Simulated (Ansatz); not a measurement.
`C[O][GaH][Br]` and `[SiH3][O][GaH][Br]` differ in one element.

Ansatz, PBE0-D4/def2-TZVP geometries, multiplicity 1. Each molecule was computed in one conformer, which needn't be the lowest.

Scalar relativity is left out up to krypton. Spin–orbit coupling is left out; it splits and shifts lone-pair levels of the heavy atoms by tenths of an eV.

| property | `C[O][GaH][Br]` |
| --- | --- |
| zero-point energy (PBE0-D4/def2-TZVP) / kJ/mol | 130.4 |
| size of the dipole moment (B3LYP/def2-TZVPP) / D | 0.64 |
| ideal-gas entropy at 298 K and 1 bar (rigid rotor, harmonic PBE0-D4/def2-TZVP) / J/(mol·K) | 353 |
| HOMO energy (PBE/def2-TZVPP) / eV | -6.71 |
| HOMO–LUMO gap (B3LYP/def2-TZVPP) / eV | 6.46 |
| HOMO–LUMO gap (PBE/def2-TZVPP) / eV | 4.75 |

Problem. Give the same properties after the change, and the shifts. (An estimate is asked.)

Solution. Ansatz gave: 
```tsv
property	`[SiH3][O][GaH][Br]`	shift
zero-point energy (PBE0-D4/def2-TZVP) / kJ/mol	97.7	-32.7
size of the dipole moment (B3LYP/def2-TZVPP) / D	1.31	0.67
ideal-gas entropy at 298 K and 1 bar (rigid rotor, harmonic PBE0-D4/def2-TZVP) / J/(mol·K)	381	28
HOMO energy (PBE/def2-TZVPP) / eV	-7.25	-0.54
HOMO–LUMO gap (B3LYP/def2-TZVPP) / eV	6.57	0.11
HOMO–LUMO gap (PBE/def2-TZVPP) / eV	5.00	0.25
```

With PBE0 the HOMO falls by 0.41 eV and the LUMO falls by 0.26 eV, so the gap widens by about 0.15 eV. PBE moves the HOMO by -0.54 eV and ωB97M-V by -0.30 eV. Dipoles are sizes alone; their direction can turn. Modes under 60 cm⁻¹, often nearly free rotors, make the harmonic entropy too high.

Positive LUMOs are unbound, so they and the gaps depend on the basis.

B3LYP here is the variant with VWN-RPA as its local correlation; programs differ in this.
